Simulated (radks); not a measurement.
Values are calculated unless marked as measured or tabulated.
Trend from Lu2+ to Hg2+: ionisation energy by Delta-SCF between NIST ground configurations, and size. Code: a radial shooting solver on a logarithmic mesh with Libxc functionals. Model: non-relativistic Kohn-Sham, PBE, spin-unpolarised, spherical densities, point nucleus.

| species | configuration | IE (eV) | NIST (eV) | kind | outermost | <r> outermost (bohr) | r at 0.001 e/bohr^3 (bohr) |
|---|---|---|---|---|---|---|---|
| Lu2+ | [Xe] 4f14 6s1 | 19.631 | 20.959 | exp. | 6s | 3.27 | 4.18 |
| Hf2+ | [Xe] 4f14 5d2 | 22.490 | 22.55 | theory | 5d | 2.07 | 3.68 |
| Ta2+ | [Xe] 4f14 5d3 | 24.340 | 23 | theory | 5d | 1.94 | 3.71 |
| W2+ | [Xe] 4f14 5d4 | 26.150 | 26.0 | semi-emp. | 5d | 1.84 | 3.70 |
| Re2+ | [Xe] 4f14 5d5 | 27.924 | 27 | theory | 5d | 1.75 | 3.67 |
| Os2+ | [Xe] 4f14 5d6 | 29.670 | 25 | theory | 5d | 1.67 | 3.62 |
| Ir2+ | [Xe] 4f14 5d7 | 31.393 | 28 | theory | 5d | 1.60 | 3.57 |
| Pt2+ | [Xe] 4f14 5d8 | 33.098 | 29 | theory | 5d | 1.53 | 3.52 |
| Au2+ | [Xe] 4f14 5d9 | 34.788 | 30 | theory | 5d | 1.47 | 3.46 |
| Hg2+ | [Xe] 4f14 5d10 | 36.469 | 34.49 | exp. | 5d | 1.42 | 3.41 |

Reference values: NIST Atomic Spectra Database (exp. = measured, semi-emp. = semi-empirical, theory = theoretical value adopted there). Relativity is left out here, which matters for elements this heavy. Spin polarisation and multiplet splitting are left out, so open shells lie too high by an amount that depends on their filling.

Beside tabulated values, note that spin-unpolarised runs miss the spin-polarisation part of the exchange energy of open shells.
